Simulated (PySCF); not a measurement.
**Name the molecule from its bond curve**

A diatomic of charge 0 contains Se. Its doublet curve at TPSSh in a triple-zeta basis (scalar-relativistic core potentials, PySCF), in eV from the separated fragments:

| R (Å) | E (eV) |
| --- | --- |
| 2.699 | -2.036 |
| 2.824 | -2.327 |
| 2.950 | -2.484 |
| 3.044 | -2.540 |
| 3.138 | -2.557 |
| 3.232 | -2.545 |
| 3.358 | -2.495 |
| 3.515 | -2.400 |
| 3.703 | -2.257 |
| 3.954 | -2.048 |

The fit gives ωe = 147 cm⁻¹ and the rotational constant Bₑ = 0.04152 cm⁻¹.

Question: Which atom is the partner?

Answer: The minimum lies at 3.140 Å, so the reduced mass is 16.8576 u Å² cm⁻¹/(Bₑ·Re²) = 41.18 u. With Se at 79.92 u the partner weighs about 85.0 u: Rb. The molecule is RbSe.

Spin–orbit coupling is left out. The state is the lowest determinant that a PBE0 search found; another state may lie lower at other levels.
